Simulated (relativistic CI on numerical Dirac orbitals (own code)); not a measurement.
Hyperfine structure of Sn27+, mass number 115

Calculated at this level of theory: Dirac-Coulomb-Breit CI, orbitals from a KLI potential per configuration, model QED (radiative potential, 1s self-energy scaled to tabulated hydrogen-like ionisation energies), unscaled Slater integrals (own radial code, finite nucleus).

CI space (outside the closed core [Ne]): 3s2.3p6.3d5, 3s2.3p5.3d6, 3s2.3p4.3d7, 3s.3p6.3d6, 3p6.3d7, 3s.3p5.3d7, 3s2.3p6.3d4.4s, 3s2.3p6.3d4.4p, 3s2.3p6.3d4.4d, 3s2.3p6.3d4.4f, 3s2.3p5.3d5.4s, 3s2.3p6.3d3.4s2, 3s.3p6.3d5.4s, 3s2.3p6.3d4.5s, 3p6.3d6.4s, 3s2.3p6.3d3.4p2. Levels of other configurations are missing.

Nuclear spin I = 1/2, μ = -0.9174 μN (tables of Stone and Pyykkö). The electronic factors are computed for point nuclear moments, without core polarisation or the Bohr-Weisskopf and QED corrections.

```tsv
Level	E (cm⁻¹)	A (MHz)
3s2.3p6.3d5 4G_7/2	131860.8	-20060
3s2.3p6.3d5 4G_11/2	139004.3	-22780
3s2.3p6.3d5 4G_9/2	149671.0	-20940
3s2.3p6.3d5 4P_1/2	155575.8	5412
3s2.3p6.3d5 4D_7/2	184567.7	-18080
3s2.3p6.3d5 2I_11/2	211956.7	-24030
3s2.3p6.3d5 4D_1/2	214823.5	-46490
```

Levels with J = 0, under 50 % of one LS term, or S terms without an open s electron are left out. Small factors come from cancelling terms and can be off by tens of per cent or more.

At this charge energies of transitions that change n are usually good to better than 1 %, and those within a shell (Δn = 0) to a few per cent. Terms inside the open d or f shell come out 10 to 20 % too wide with unscaled integrals.

Q: Give the hyperfine levels of 3s2.3p6.3d5 4G_7/2 relative to its centre of gravity.

A: With K = F(F + 1) − I(I + 1) − J(J + 1), E = AK/2: F = 3: 45140, F = 4: -35110 MHz.

LS names give the leading component of a level, which can be under half, so a name can repeat, a term be missing and a line seem to break the LS rules.
